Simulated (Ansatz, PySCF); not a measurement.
Molecule: fluoro(dimethyl)silane, C$_{2}$H$_{7}$FSi, charge 0, multiplicity 1. 
Structure (B3LYP-D3(BJ)/def2-TZVP (Ansatz, a first-principles code) minimum search):
```
Si
F 1 1.6150
H 1 1.4823 2 106.48
C 1 1.8613 3 110.60 2 117.30
H 4 1.0916 1 111.13 3 -58.10
H 4 1.0922 5 108.14 1 122.21
H 4 1.0930 5 107.90 6 116.53
C 1 1.8613 3 110.60 2 -117.30
H 8 1.0916 1 111.13 3 58.10
H 8 1.0922 9 108.14 1 -122.21
H 8 1.0930 9 107.90 10 -116.53
```

Dipole moments at this geometry, in debye (magnitudes).

| level | program | dipole (D) |
|---|---|---|
| SVWN5/def2-TZVPD | Ansatz | 1.89 |
| BLYP/def2-TZVPD | Ansatz | 1.80 |
| r2SCAN/def2-TZVPD | Ansatz | 1.84 |
| B97M-V/def2-TZVPD | Ansatz | 1.86 |
| PBE0/def2-TZVPD | Ansatz | 1.89 |
| BHLYP/def2-TZVPD | Ansatz | 1.93 |
| TPSSh/def2-TZVPD | PySCF | 1.81 |
| r2SCANh/def2-TZVPD | Ansatz | 1.86 |
| r2SCAN0/def2-TZVPD | Ansatz | 1.90 |
| M06-2X/def2-TZVPD | PySCF | 1.88 |
| HSE06/def2-TZVPD | Ansatz | 1.88 |
| CAM-B3LYP/def2-TZVPD | Ansatz | 1.90 |
| LC-wPBE/def2-TZVPD | Ansatz | 1.91 |
| CCSD(T)/aug-cc-pV(D+d)Z | Ansatz | 1.83 |
